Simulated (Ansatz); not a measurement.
One change: `CBC[SiH2]F` becomes `[CH3][AlH][CH2][SiH2]F`.

Ansatz, PBE0-D4/def2-TZVP geometries, multiplicity 1. Each molecule was computed in one conformer, which needn't be the lowest.

```csv
property,`CBC[SiH2]F`
LUMO energy (PBE/def2-TZVPP) / eV,-1.91
HOMO–LUMO gap (B3LYP/def2-TZVPP) / eV,7.40
size of the dipole moment (PBE/def2-TZVPP) / D,1.37
HOMO energy (PBE/def2-TZVPP) / eV,-7.40
HOMO–LUMO gap (ωB97M-V/def2-TZVPP) / eV,11.99
LUMO energy (B3LYP/def2-TZVPP) / eV,-1.15
```

Question: What does the change do to each property? (An estimate is asked.)

Answer: Ansatz gave: 
| property | `[CH3][AlH][CH2][SiH2]F` | shift |
| --- | --- | --- |
| LUMO energy (PBE/def2-TZVPP) / eV | -2.07 | -0.16 |
| HOMO–LUMO gap (B3LYP/def2-TZVPP) / eV | 6.40 | -1.00 |
| size of the dipole moment (PBE/def2-TZVPP) / D | 1.90 | 0.53 |
| HOMO energy (PBE/def2-TZVPP) / eV | -6.87 | 0.53 |
| HOMO–LUMO gap (ωB97M-V/def2-TZVPP) / eV | 10.66 | -1.33 |
| LUMO energy (B3LYP/def2-TZVPP) / eV | -1.51 | -0.36 |

With PBE0 the HOMO rises by 0.60 eV and the LUMO falls by 0.36 eV, so the gap narrows by about 0.96 eV. PBE moves the HOMO by 0.53 eV and ωB97M-V by 0.64 eV. Dipoles are sizes alone; their direction can turn.

Positive LUMOs are unbound, so they and the gaps depend on the basis.

B3LYP here is the variant with VWN-RPA as its local correlation; programs differ in this.
